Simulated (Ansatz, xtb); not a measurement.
Two isomers of C4H6GeSi

Structure I is `C#[C][GeH]([SiH3])[C]#C`, a singlet and structure II is `C#C[SiH2][GeH2][C]#C`, a singlet. Both are isolated molecules in the gas phase, relaxed with r2SCAN-D4/def2-SVP; each stands in its lowest conformer found.

I (Å):

```xyz
12

C    -2.0245   -1.6760    2.4926
C    -1.8122   -1.0974    1.4394
C    -0.0803    0.9823   -0.0473
C     0.8468    1.7721    0.0268
Ge   -1.4746   -0.2933   -0.2491
Si   -0.7596   -1.9786   -1.7748
H    -2.2124   -2.1728    3.4281
H    -2.7442    0.4421   -0.6993
H    -1.8380   -2.9989   -1.9347
H     0.4701   -2.6261   -1.2326
H    -0.4605   -1.3580   -3.0996
H     1.6580    2.4745    0.1038
```

II (Å):

| atom | x (Å) | y (Å) | z (Å) |
| --- | --- | --- | --- |
| C | 1.5678 | -0.2892 | -3.5817 |
| C | 0.9032 | -0.7312 | -2.6568 |
| C | -1.1599 | -0.2126 | 1.8811 |
| C | -1.8274 | -0.6733 | 2.7934 |
| Ge | -0.1341 | 0.4162 | 0.4091 |
| Si | -0.0802 | -1.3163 | -1.2275 |
| H | 2.1518 | 0.0913 | -4.4013 |
| H | -1.4698 | -1.6372 | -1.6664 |
| H | 0.5492 | -2.5380 | -0.6461 |
| H | 1.2754 | 0.7598 | 0.9116 |
| H | -0.7993 | 1.6870 | -0.1383 |
| H | -2.4140 | -1.0676 | 3.6044 |

Quicker runs give these differences E(II) − E(I): GFN2-xTB +1.0 kcal/mol; HF/STO-3G −0.6 kcal/mol (at GFN2-xTB geometries); r2SCAN-D4/def2-SVP//GFN2-xTB −5.0 kcal/mol.

Task: Estimate which is lower in electronic energy at CCSD(T)/def2-SVP + ΔMP2/def2-TZVPP, and by roughly how much.

Result: The CCSD(T)/def2-SVP + ΔMP2/def2-TZVPP calculation puts structure II lower, by 3.5 kcal/mol.

How the difference moves with the method:

```tsv
level	geometry	E(II) − E(I) (kcal/mol)	departure from the last row (kcal/mol)	job, with rough time for the two
GFN2-xTB	GFN2-xTB	+1.0	+4.5	optimisation, 0.23 s
HF/STO-3G	GFN2-xTB	−0.6	+2.9	single point, 0.64 s
r2SCAN-D4/def2-SVP//GFN2-xTB	GFN2-xTB	−5.0	−1.5	single point, 3.4 s
r2SCAN-D4/def2-SVP	r2SCAN-D4/def2-SVP	−5.3	−1.8	optimisation, 35 s
HF/def2-SVP	r2SCAN-D4/def2-SVP	−4.3	−0.8	part of the CCSD(T) run
MP2/def2-SVP	r2SCAN-D4/def2-SVP	−3.6	−0.1	part of the CCSD(T) run
CCSD(T)/def2-SVP	r2SCAN-D4/def2-SVP	−3.7	−0.2	single point
CCSD(T)/def2-SVP + ΔMP2/def2-TZVPP	r2SCAN-D4/def2-SVP	−3.5		single point, 53 s
```

As drawn, II has 1 C–Si, 1 Ge–H in place of 1 C–Ge, 1 Si–H.

GFN2-xTB puts the two in the other order. The largest departure from CCSD(T)/def2-SVP + ΔMP2/def2-TZVPP is that of GFN2-xTB, 4.5 kcal/mol. The last row adds to CCSD(T) the change of the MP2 difference between the two basis sets, here +0.2 kcal/mol.

With thermal terms from frequencies at re-optimised GFN2-xTB minima (ideal gas, soft modes damped towards free rotors, one conformer each, 298.15 K, 1 atm): the zero-point term adds +0.1 kcal/mol; ΔH is −3.6 and ΔG −3.1 kcal/mol.

The correlated steps freeze 18 core orbitals; the filled d shell of Ge is correlated, in a basis made for valence electrons. Programs: Ansatz 0.2.0, xtb 6.7.1; the last row on 2 threads of Intel(R) Xeon(R) 6975P-C (Granite Rapids) on a shared host.
